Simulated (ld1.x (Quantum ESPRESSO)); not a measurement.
The numbers below are computed, except where a source is named.
# Pseudopotentials across the periodic table

Generated with ld1.x 7.5 (TM, RRKJ, ultrasoft, PAW), atompaw 4.2 or ONCVPSP 4.0.1. The cutoff is in Ry: for ld1.x and atompaw files where the sum of valence levels is converged to 10 mRy in a Bessel basis, for ONCV files where the hardest occupied wave has 1 mHa per electron of residual kinetic energy. The error is the largest all-electron minus pseudo excitation energy over each file’s own four to seven test configurations (ionisations up to +4, promotions, holes and added fractions of an electron), all of which were solved. The labels leave out finer settings (local radius, basis sizes, second energies), which also bear on the numbers. Spin-polarised tests are not counted. The rows are a selection from randomly drawn settings: files with unsolved tests, undetermined cutoffs or missed reference levels are left out.

| element | potential | cutoff (Ry) | largest error (meV) | bound ghosts |
| --- | --- | --- | --- | --- |
| Al | TM, LDA (PZ), scalar-relativistic, rc 1.70/1.95 (sp), local p, core correction yes, reference 3s1.5 3p0 | 10 | +8.5 | none |
| S | RRKJ, PBE, scalar-relativistic, rc 1.45/1.65/1.50 (spd), local smoothed, core correction no, reference 3s1.5 3p4.5 | 35 | +67 | none |
| I | TM, PBE, scalar-relativistic, rc 1.55/2.15/1.35 (spd), local s, core correction yes, reference 4d10 5s2 5p5 | 110 | -537 | none |
| Ta | RRKJ, PBEsol, scalar-relativistic, rc 1.25/1.60/2.05 (spd), local smoothed, core correction no, reference 5s2 5p6 5d2 6s0 6p0 | 100 | +438 | none |
| W | TM, PBEsol, scalar-relativistic, rc 2.60/3.55/2.55 (spd), local s, core correction yes, reference 5d4 6s1.5 6p0.5 | 30 | -680 | none |
| W | TM semilocal, PBEsol, scalar-relativistic, rc 2.55/2.55/2.55 (spd), local s, core correction no, reference 5d4 6s2 6p0 | 25 | +66 | none |

Q: Fill in the row for Bi: PAW, PBE, scalar-relativistic, rc 1.25/1.45/2.15/1.70 (spdf), local f, core correction yes, reference 5s2 5p6 5d10 6s2 6p0.

A: cutoff 55 Ry, largest error -137 meV, bound ghosts: none.

Q: Fill in the row for Cr: TM semilocal, PBE, scalar-relativistic, rc 1.75/2.30/1.85 (spd), local s, core correction no, reference 3d4 4s0 4p0.

A: cutoff 70 Ry, largest error +342 meV, bound ghosts: none.
